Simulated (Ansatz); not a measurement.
Reaction (cleavage of the Si–Si bond): `N[Si](F)([SiH3])Cl` + `N=C([SiH3])S` → `N=C([SiH3])S[SiH3]` + `N[SiH](F)Cl`

Program: Ansatz. Geometries: PBE0-D4/def2-TZVP. ΔE: electronic, gas phase. CBS: MP2 limit from def2 TZ/QZ plus the TZ coupled-cluster correction, frozen cores. DFT in def2-TZVPP. B3LYP here is the variant with VWN-RPA as its local correlation; programs differ in this. One conformer a species, not always the lowest.

| level | ΔE (kcal/mol) | difference from CCSD(T)/CBS |
| --- | --- | --- |
| PBE-D4 | -11.0 | 3.1 |
| r2SCAN-D4 | -12.9 | 1.2 |
| PBE0-D4 | -12.0 | 2.1 |
| B3LYP-D4 | -12.8 | 1.3 |
| ωB97X-V | -13.0 | 1.1 |
| ωB97M-V | -14.4 | -0.3 |
| B2PLYP | -13.6 | 0.5 |
| PBE | -10.5 | 3.6 |
| r2SCAN | -12.8 | 1.3 |
| PBE0 | -11.7 | 2.4 |
| B3LYP | -12.0 | 2.1 |
| HF/def2-TZVPP | -14.4 | -0.3 |
| MP2/def2-TZVPP | -16.0 | -1.9 |
| SCS-MP2/def2-TZVPP | -15.4 | -1.3 |
| CCSD/def2-TZVPP | -13.5 | 0.6 |
| CCSD(T)/def2-TZVPP | -13.7 | 0.4 |
| HF/def2-QZVPP | -14.5 | -0.4 |
| MP2/def2-QZVPP | -16.2 | -2.1 |
| SCS-MP2/def2-QZVPP | -15.7 | -1.6 |
| HF/CBS(def2) | -14.5 | -0.4 |
| MP2/CBS(def2) | -16.4 | -2.3 |
| CCSD/CBS(def2) | -13.9 | 0.2 |
| CCSD(T)/CBS | -14.1 | 0 |

Largest T1 diagnostic among the species: 0.014.

The D4 term adds −0.7 kcal/mol with B3LYP and −0.4 kcal/mol with PBE0; it sums over pairs of atoms, weighted by their polarisabilities, and B3LYP, whose exchange is more repulsive, gets the larger term. From PBE to PBE0 (25 % exact exchange), in def2-TZVPP and without D4, ΔE moves by −1.1 kcal/mol.
